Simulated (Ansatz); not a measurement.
Total energies of Cd2F2⁺ (the lowest doublet isomer of a short search) from Ansatz at r2SCAN-D4/def2-TZVP, gas phase (1 Eh = 27.2114 eV = 2625.5 kJ/mol). The reference geometry is relaxed at r2SCAN-D4/def2-TZVP.

```xyz
4

Cd   -0.214   -0.218    1.032
Cd    0.616    0.638   -2.994
F     0.174    0.207   -0.892
F    -0.576   -0.628    2.853
```

```json
{"state": "charge 1 doublet", "geometry": "reference", "energy (Eh)": "-535.10600"}
{"state": "charge 0 singlet", "geometry": "reference", "energy (Eh)": "-535.38184"}
{"state": "charge 1 quartet", "geometry": "relaxed at r2SCAN-D4/def2-TZVP", "energy (Eh)": "-534.99988"}
```

In the def2 sets Cd takes a core potential; there is no spin–orbit coupling.

Work out the vertical electron affinity, to the singlet.

E(charge 1 doublet) − E(charge 0 singlet) = -535.10600 − (-535.38184) = 0.27584 Eh = 7.51 eV.

Which of the charge 1 states is lowest, and how far above it are the others?

The doublet. quartet: -534.99988 − (-535.10600) = 0.10612 Eh = 278.6 kJ/mol. The quartet differs in its bonds from the reference.

The structure comes from a short search, and lower isomers may exist.
